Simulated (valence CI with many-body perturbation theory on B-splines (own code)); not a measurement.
# E1 transitions of Hf41+

Calculated by relativistic CI+MBPT: three valence electrons over a frozen Dirac-Fock core [Ar] 3d10, radial functions for each j: 11 s, 11 p, 9 d, 7 f, 5 g, 2 h, 1 i, with the one-electron correlation potential Σ1, the two-electron term Σ2, the three-electron term Σ3, Breit, model QED; selected CI, second order for the rest (own B-spline code, finite nucleus).

No measured spectrum was set against this ion. As an estimate, large intervals hold to a few tenths of a per cent, small ones and those within an open d or f shell to about a per cent.

Lines 1 to 50 of 277 in falling wavelength, among levels below 39.610 Ry, chosen from the strongest by gf and those to the six lowest levels. Wavelengths and rates use the calculated energies. Electric multipoles are in the length gauge, E1 and E2 with the static RPA response of the core. Weak lines are less certain than strong ones. Lines between different terms over intervals too small for the method are left out, as are lines whose strength nearly cancels. The highest levels of a list are the least certain.

Levels are named by their leading jj configuration (3d3/2^4 stands for four electrons in 3d with j = 3/2), which in mixed levels can hold well under half, so a name can repeat and another be missing. Letters in brackets count levels of one name in rising energy.

```tsv
λ vac (nm)	Upper	Lower	A (s⁻¹)	log gf	Branch %
180.0	(4s 4p1/2^2) J=1/2	(4s^2 4p3/2) J=3/2	1.57e+05	-3.82	0.0
16.19	(4p1/2 4p3/2 4d5/2) J=9/2	(4s 4p3/2 4d5/2) J=7/2 [b]	4.36e+09	-0.77	1.2
15.96	(4s 4p1/2 4d5/2) J=7/2	(4s^2 4d5/2) J=5/2	4.95e+09	-0.82	2.4
15.73	(4s 4p1/2 4d3/2) J=5/2	(4s^2 4d3/2) J=3/2	9.22e+09	-0.69	32.0
15.69	(4s 4p1/2 4f7/2) J=7/2 [c]	(4s 4p3/2 4d3/2) J=5/2 [b]	4.77e+09	-0.85	1.2
15.64	(4s 4p1/2 4p3/2) J=3/2 [a]	(4s^2 4p3/2) J=3/2	2.01e+09	-1.53	48.6
14.97	(4p1/2 4p3/2 4d3/2) J=7/2	(4s^2 4f5/2) J=5/2	7.77e+09	-0.68	18.0
14.46	(4p1/2 4p3/2 4d5/2) J=7/2 [b]	(4s 4p3/2 4d5/2) J=5/2 [b]	1.21e+10	-0.52	1.8
14.31	(4p1/2 4p3/2 4d3/2) J=7/2	(4s 4p3/2 4d3/2) J=7/2	6.11e+09	-0.82	14.1
14.21	(4s 4p1/2 4p3/2) J=5/2	(4s^2 4p3/2) J=3/2	1.24e+10	-0.65	100.0
14.17	(4p1/2 4p3/2 4d3/2) J=5/2	(4s 4p3/2 4d3/2) J=5/2 [a]	6.45e+09	-0.93	5.8
14.12	(4p1/2 4p3/2^2) J=5/2	(4s 4p3/2^2) J=3/2	1.12e+10	-0.70	1.9
14.04	(4p1/2^2 4d3/2) J=3/2	(4s 4p1/2 4d3/2) J=3/2 [b]	1.31e+10	-0.81	9.9
14.00	(4p1/2 4p3/2 4d3/2) J=7/2	(4s 4p3/2 4d3/2) J=5/2 [a]	5.16e+09	-0.92	11.9
13.94	(4p1/2 4p3/2 4d5/2) J=9/2	(4s 4p3/2 4d5/2) J=7/2 [a]	9.77e+09	-0.55	2.8
13.92	(4p1/2^2 4d3/2) J=3/2	(4s 4p1/2 4d3/2) J=1/2	1.15e+10	-0.87	8.7
13.91	(4s 4p1/2 4f7/2) J=9/2	(4s^2 4f7/2) J=7/2	1.27e+10	-0.43	17.1
13.83	(4p1/2^2 4p3/2) J=3/2	(4s 4p1/2 4p3/2) J=1/2	1.05e+10	-0.92	3.7
13.82	(4p1/2 4p3/2 4d5/2) J=3/2 [b]	(4s 4p3/2 4d5/2) J=3/2 [b]	1.38e+10	-0.80	2.3
13.70	(4p1/2 4p3/2 4d5/2) J=1/2	(4s 4p3/2 4d5/2) J=3/2 [b]	2.35e+10	-0.88	3.7
13.64	(4s 4p1/2 4f7/2) J=5/2	(4s^2 4f7/2) J=7/2	1.04e+10	-0.76	2.7
13.52	(4s 4p1/2^2) J=1/2	(4s^2 4p1/2) J=1/2	2.61e+10	-0.84	100.0
13.45	(4p1/2 4p3/2 4d5/2) J=7/2 [b]	(4s 4p3/2 4d5/2) J=7/2 [b]	7.88e+09	-0.77	1.1
13.44	(4p1/2^2 4p3/2) J=3/2	(4s 4p1/2 4p3/2) J=3/2 [b]	1.49e+10	-0.79	5.2
13.43	(4s 4p1/2 4d3/2) J=3/2 [b]	(4s^2 4d3/2) J=3/2	1.08e+10	-0.93	1.0
13.43	(4p1/2 4p3/2 4d3/2) J=3/2 [a]	(4s 4p3/2 4d3/2) J=3/2 [a]	1.34e+10	-0.84	3.4
13.30	(4p1/2 4p3/2 4d3/2) J=1/2 [a]	(4s 4p3/2 4d3/2) J=1/2 [a]	2.12e+10	-0.95	5.0
13.29	(4p1/2 4p3/2 4d5/2) J=3/2 [b]	(4s 4p3/2 4d5/2) J=1/2	1.58e+10	-0.78	2.6
13.23	(4s 4p1/2 4d5/2) J=7/2	(4s 4p3/2^2) J=5/2	8.76e+09	-0.74	4.2
13.21	(4s 4p1/2 4f5/2) J=5/2 [b]	(4s^2 4f5/2) J=5/2	1.50e+10	-0.63	3.5
13.19	(4s 4p1/2 4f7/2) J=7/2 [c]	(4s^2 4f7/2) J=7/2	1.04e+10	-0.66	2.6
13.03	(4p1/2 4p3/2^2) J=1/2	(4s 4p3/2^2) J=1/2	3.60e+10	-0.74	6.4
12.97	(4p1/2 4p3/2 4d3/2) J=3/2 [b]	(4s 4p3/2 4d3/2) J=3/2 [b]	1.03e+10	-0.98	0.8
12.95	(4p1/2 4p3/2 4d5/2) J=5/2 [c]	(4s 4p3/2 4d5/2) J=7/2 [b]	1.59e+10	-0.62	1.5
12.84	(4s 4p1/2 4d5/2) J=3/2	(4s 4p3/2^2) J=5/2	2.40e+10	-0.62	7.3
12.77	(4p1/2 4p3/2 4d5/2) J=5/2 [b]	(4s 4p3/2 4d5/2) J=3/2 [a]	1.20e+10	-0.75	2.2
12.77	(4p1/2^2 4d5/2) J=5/2	(4s 4p1/2 4d5/2) J=5/2 [b]	2.38e+10	-0.46	8.6
12.76	(4s 4p1/2 4f5/2) J=3/2	(4s^2 4f5/2) J=5/2	1.12e+10	-0.96	2.8
12.69	(4p1/2 4p3/2 4d5/2) J=3/2 [a]	(4s 4p3/2 4d5/2) J=5/2 [a]	3.05e+10	-0.53	4.9
12.69	(4s 4p1/2 4f5/2) J=5/2 [b]	(4s 4p3/2 4d3/2) J=7/2	7.19e+09	-0.98	1.7
12.69	(4s 4p1/2 4d5/2) J=5/2 [b]	(4s 4p3/2^2) J=5/2	1.65e+10	-0.62	6.6
12.61	(4p1/2^2 4d5/2) J=5/2	(4s 4p1/2 4d5/2) J=3/2	1.54e+10	-0.66	5.5
12.60	(4p1/2 4p3/2 4d5/2) J=5/2 [a]	(4s^2 4f7/2) J=7/2	8.73e+09	-0.90	0.9
12.57	(4s 4p1/2 4p3/2) J=3/2 [b]	(4s^2 4p3/2) J=3/2	1.67e+10	-0.80	5.5
12.52	(4p1/2 4p3/2 4d5/2) J=5/2 [b]	(4s 4p3/2 4d5/2) J=5/2 [a]	1.89e+10	-0.57	3.4
12.49	(4p1/2 4p3/2^2) J=5/2	(4s^2 4d5/2) J=5/2	1.59e+10	-0.65	2.7
12.30	(4s 4p1/2 4f7/2) J=7/2 [b]	(4s 4p3/2 4d3/2) J=7/2	6.88e+09	-0.90	1.9
12.27	(4p1/2 4p3/2^2) J=3/2	(4s^2 4d5/2) J=5/2	2.70e+10	-0.61	2.8
12.26	(4p1/2^2 4d5/2) J=5/2	(4s 4p1/2 4d5/2) J=7/2	4.90e+10	-0.18	17.7
12.25	(4s 4p1/2 4p3/2) J=1/2	(4s^2 4p3/2) J=3/2	2.37e+10	-0.97	4.0
```

Question: How does gf follow from A for the line at 12.76 nm?

Answer: gf = 1.4992 × (2J+1)_upper × A / σ², with σ = 783931 cm⁻¹ and 2J+1 = 4: gf = 0.110.
